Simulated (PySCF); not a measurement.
## Vertical excitation energies

CH₈Ge₃O.
InChI=1S/CH8Ge3O/c2-4-3-1-5/h1H,3-4H2,2H3

Computed, not measured: TDDFT wB97X-D/def2-SVPD, vertical, gas phase, core orbitals frozen in the response in PySCF. One conformer (not necessarily the lowest) at the PBE0-D3(BJ)/def2-SVP geometry, without solvent, vibrations or thermal averaging. Relativistic effects, spin–orbit coupling among them, are left out although an element past zinc is present. Torsions of this conformer, `[O:1]=[CH:2][GeH2:3][GeH2:4][GeH3:5]`: O1–C2–Ge3–Ge4 1°, C2–Ge3–Ge4–Ge5 0°.

Task: Predict the UV-vis stick spectrum at this level.

Result: 

```json
{"state": "S1", "E (eV)": "3.38", "E (hartree)": "0.1240", "f": "0.0003", "|μ| (D)": "0.14", "symmetry": "–", "main configurations (H = HOMO, L = LUMO)": "H→L (92%)"}
{"state": "S2", "E (eV)": "5.85", "E (hartree)": "0.2151", "f": "0.0012", "|μ| (D)": "0.23", "symmetry": "–", "main configurations (H = HOMO, L = LUMO)": "H-1→L (80%), H-2→L (12%)"}
{"state": "S3", "E (eV)": "6.21", "E (hartree)": "0.2281", "f": "0.019", "|μ| (D)": "0.90", "symmetry": "A′", "main configurations (H = HOMO, L = LUMO)": "H→L+1 (84%)"}
{"state": "S4", "E (eV)": "6.63", "E (hartree)": "0.2438", "f": "0.0040", "|μ| (D)": "0.40", "symmetry": "A′", "main configurations (H = HOMO, L = LUMO)": "H→L+4 (72%), H→L+2 (14%)"}
{"state": "S5", "E (eV)": "6.64", "E (hartree)": "0.2439", "f": "0.014", "|μ| (D)": "0.74", "symmetry": "A′", "main configurations (H = HOMO, L = LUMO)": "H→L+2 (61%), H→L+4 (16%)"}
{"state": "S6", "E (eV)": "6.75", "E (hartree)": "0.2482", "f": "0.378", "|μ| (D)": "3.84", "symmetry": "A′", "main configurations (H = HOMO, L = LUMO)": "H-1→L+1 (72%)"}
{"state": "S7", "E (eV)": "6.76", "E (hartree)": "0.2484", "f": "0.0030", "|μ| (D)": "0.34", "symmetry": "A″", "main configurations (H = HOMO, L = LUMO)": "H-2→L (78%), H-1→L (13%)"}
{"state": "S8", "E (eV)": "7.10", "E (hartree)": "0.2610", "f": "0.082", "|μ| (D)": "1.75", "symmetry": "A′", "main configurations (H = HOMO, L = LUMO)": "H→L+3 (55%), H-1→L+2 (25%)"}
{"state": "S9", "E (eV)": "7.15", "E (hartree)": "0.2628", "f": "0.190", "|μ| (D)": "2.64", "symmetry": "A′", "main configurations (H = HOMO, L = LUMO)": "H-1→L+2 (66%), H→L+3 (17%)"}
{"state": "S10", "E (eV)": "7.18", "E (hartree)": "0.2638", "f": "0.0014", "|μ| (D)": "0.23", "symmetry": "–", "main configurations (H = HOMO, L = LUMO)": "H-1→L+4 (85%)"}
```

Triplets, Tamm–Dancoff:

| state | E (eV) | λ (nm) | main configurations (H = HOMO, L = LUMO) |
| --- | --- | --- | --- |
| T1 | 2.78 | 446.2 | H→L (90%) |
| T2 | 5.72 | 216.9 | H-1→L (71%), H-2→L (14%) |
| T3 | 5.76 | 215.4 | H→L+1 (64%), H-1→L+1 (18%) |
| T4 | 5.97 | 207.6 | H-7→L (61%), H-6→L (14%) |

The lowest singlet lies at 3.38 eV (367 nm, ultraviolet) and is dark (f under 0.0005); its leading configuration is HOMO→LUMO (92%). The strongest level in the table is S6 at 6.75 eV (184 nm, f = 0.378). S4/S5 and S6/S7 lie within about 0.01 eV of each other in each set. Löwdin shares by element: HOMO oxygen 40%, carbon 21%, germanium 15% or more, hydrogen 10% or more; LUMO carbon 40%, oxygen 34%, germanium 12% or more, hydrogen 6% or more. Orbital energies (eV): HOMO-3 -11.03, HOMO-2 -10.49, HOMO-1 -9.62, HOMO -8.96, LUMO 0.23, LUMO+1 1.13, LUMO+2 1.55. The oscillator strengths of these states sum to 0.693; summed over the whole spectrum of an exact calculation they would give the number of electrons, 118 (Thomas–Reiche–Kuhn). Of the 10 states listed, 5 reach f = 0.01 and 1 stays under 0.0005. No computed singlet lies in the visible range (380 to 750 nm); the lowest, at 367 nm, stands 0.11 eV above its violet end (3.26 eV); a Tamm–Dancoff triplet lies at 446 nm, without intensity as long as spin–orbit coupling is left out. All these states lie below the vertical ionisation energy of 9.19 eV (ΔSCF). Symmetry labels in Cs follow from the direction of the transition dipole and are given only for states with f of 0.002 or more. The window holds the lowest 10 singlets.

Hardware: one thread, Arm Neoverse V1, shared host. Cost: 2.9 min of wall time.
